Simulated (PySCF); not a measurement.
Computed IR spectrum (relative IR intensity) of a molecule C3H4N2O. Geometry: PBE-D3(BJ)/def2-SVP. One conformer was computed; it need not be the lowest. All values below come from PBE-D3(BJ)/def2-SVP (PySCF 2.14.0). No scaling factor is applied to the harmonic values.

ν (cm⁻¹): 82 (vw), 531 (w), 577 (w), 649 (w), 793 (m), 1022 (w), 1048 (m), 1081 (w), 1167 (s), 1340 (vw), 1353 (m), 1370 (m), 1598 (vs), 1679 (vs), 2928 (m), 3032 (w), 3074 (m), 3079 (vw) (against the strongest line: vs over 80 %, s over 45 %, m over 15 %, w over 4 %, vw less)

Problem. Which molecule gave these data?
(A) CO/C=N/C#N
(B) C1=NC=NCO1
(C) C1=NCN=CO1
(D) [H]/N=c1/[nH]cco1

Solution. B, C1=NC=NCO1
